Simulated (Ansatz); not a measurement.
Relaxation of Cl5H3PTa (10 atoms, charge 0, multiplicity 1), to a largest force component of 0.03 eV/Å in at most 50 steps.

These are results of RHF/def2-SVP in Ansatz 0.2.0, not measurements.

```xyz
10
Properties=species:S:1:pos:R:3:forces:R:3
Ta -0.573 -0.497 0.324 -0.32 0.14 -0.04
Cl 3.009 0.303 0.128 -0.05 -1.39 0.26
Cl -0.253 -0.049 2.598 -0.02 0.00 0.03
Cl -0.263 -1.293 -1.856 0.01 0.00 0.01
Cl -0.307 1.719 -0.284 0.02 0.00 -0.02
Cl -2.780 -1.078 0.476 0.01 0.01 0.02
P 0.787 -2.542 0.912 -0.07 -0.40 -0.01
H 1.642 -2.860 -0.158 -0.02 0.03 0.09
H 1.719 -2.234 1.913 0.00 0.02 0.00
H 2.837 -0.981 0.384 0.43 1.58 -0.33
```

Task: Where does it end, and by what steps?

Result: The run converged. The force dipped under the threshold on the way, but the program's further checks kept it going. After 13 steps the energy has fallen by 0.284 eV; H10 moved furthest, 1.77 Å.

```csv
step,energy less start (eV),largest force component (eV/Å),accepted
0,0.0000,1.581,yes
1,-0.1113,0.637,yes
2,-0.1520,0.424,yes
3,-0.1968,0.315,yes
4,-0.2291,0.205,yes
5,-0.2507,0.178,yes
6,-0.2617,0.376,yes
7,-0.2753,0.086,yes
8,-0.2795,0.018,yes
9,-0.2780,0.424,no
10,-0.2812,0.099,yes
11,-0.2819,0.139,yes
12,-0.2820,0.197,yes
13,-0.2836,0.020,yes
```

```xyz
10
Properties=species:S:1:pos:R:3
Ta -0.961 -0.626 0.368
Cl 3.752 0.320 0.171
Cl -0.802 -0.218 2.668
Cl -0.789 -1.472 -1.810
Cl -0.183 1.460 -0.215
Cl -3.212 -1.120 0.499
P 0.569 -2.571 0.920
H 1.439 -2.606 -0.181
H 1.444 -2.018 1.868
H 4.562 -0.661 0.149
```

Whether the end is a true minimum wasn't checked by a vibrational analysis.

Run time: 42 s on 4 threads of Arm Neoverse V1, with other jobs on the host, peak memory 0.54 GiB.
